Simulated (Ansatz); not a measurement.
Geometry optimisation, UKS PBE/def2-SVP in Ansatz 0.2.0.

Input:

```yaml
crystal:
  periodic: [false, false, false]
  atoms:
    - { symbol: Ta, position_ang: [0.0, 0.0, 0.0] }
    - { symbol: F, position_ang: [2.18, 0.0, 0.0] }
    - { symbol: O, position_ang: [0.0, 0.0, 2.02] }
    - { symbol: H, position_ang: [-0.2547, -0.9174, 2.3571] }
    - { symbol: O, position_ang: [0.0, 0.0, -2.02] }
    - { symbol: H, position_ang: [-0.6343, -0.71, -2.3571] }
    - { symbol: Cl, position_ang: [-1.235, 2.139, 0.0] }
    - { symbol: O, position_ang: [-1.01, -1.7493, 0.0] }
    - { symbol: H, position_ang: [-1.6563, -1.7655, 0.776] }
    - { symbol: F, position_ang: [3.62, 0.0, 0.0] }
magnetization:
  spin_polarized: true
  initial_magnetization: 1
basis:
  gaussian: { orbitals: def2-SVP }
hamiltonian:
  xc: pbe
relax:
  f_tol: 0.15
  max_steps: 25
  restrain:
    - { distance: [1, 9], at: 1.14, k: 30.0 }
    - { distance: [0, 1], at: 3.13, k: 30.0 }
```

Run as:

```bash
$ ansatz run input.yaml --threads 4 --pin off --max-ram 5120MiB --backend cpu --events-out ev --progress --plain --runs-dir out
```

Where does it end, and by what steps?

The forces met the threshold. The restraints hold the end off the free minimum; the threshold counts their pulls, which the force column leaves out. Restrained pairs: F2–F10 (1.44 → 1.36 Å), Ta1–F2 (2.18 → 3.12 Å). After 15 steps the energy has fallen by 0.015 eV (the restraints' own energy left out); H4 moved furthest, 1.74 Å. The start is strongly strained (largest force component 11 eV/Å), so its close contacts needn't be bonds.

```
step  energy less start (eV)  largest force component (eV/Å)  accepted
   0                  0.0000                          10.783       yes
   1                  0.5428                           8.270       yes
   2                  1.4237                           8.644       yes
   3                  0.7091                           4.987       yes
   4                  0.6242                           6.272       yes
   5                  0.4562                           6.184       yes
   6                  0.3537                           6.276       yes
   7                  0.2741                           6.310       yes
   8                  0.2126                           6.419       yes
   9                  0.1406                           6.365       yes
  10                  0.0739                           6.443       yes
  11                 -0.1418                           5.492        no
  12                  0.0556                           6.577       yes
  13                 -0.0123                           6.342       yes
  14                 -0.0060                           6.510       yes
  15                 -0.0154                           6.524       yes
```

```xyz
10
Properties=species:S:1:pos:R:3
Ta -0.640 -0.112 0.040
F 2.472 -0.200 0.278
O 0.237 -0.106 1.730
H 1.209 -0.139 1.840
O 0.054 -0.208 -1.739
H -0.509 -0.321 -2.533
Cl -1.608 2.010 -0.021
O -1.601 -1.764 0.060
H -2.400 -2.051 0.536
F 3.794 -0.112 0.586
```

Time of the run: 48 s on 4 threads of AMD EPYC 7B13 (Zen 3), with other jobs on the host, peak memory 0.27 GiB.
